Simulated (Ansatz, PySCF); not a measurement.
diboron tetrafluoride (B₂F₄), SMILES FB(F)B(F)F.

Geometry: r2SCAN-D4/def2-SVP. The values are those of a single conformer.

Vertical ionisation energy (IE) and electron affinity (EA) in eV. Rows of orbital energies are one-electron estimates. Where ΔSCF, EOM or ADC give a negative EA the extra electron is unbound and the value depends on the basis.

```
level                                                                    IE     EA
--------------------------------------------------------------------  -----  -----
−ε(HOMO), −ε(LUMO), HF/def2-TZVP (PySCF)                              14.32  -2.60
ΔSCF, PBE0/def2-TZVPD (Ansatz), final states of multiplicity 2 and 2      ?      ?
```

Q: Complete the blanks. (An estimate is asked for; the answer gives what the named calculation found.)

A: 
- ΔSCF, PBE0/def2-TZVPD (Ansatz, a program for electronic structure), final states of multiplicity 2 and 2, IE: 12.76
- ΔSCF, PBE0/def2-TZVPD (Ansatz), final states of multiplicity 2 and 2, EA: -0.76

Q: What vertical singlet–triplet gap does ΔSCF give with PBE0/def2-TZVPD (Ansatz)? (The exact figures need the calculation; the answer reports its results.)

A: 6.26 eV (triplet above singlet where positive).
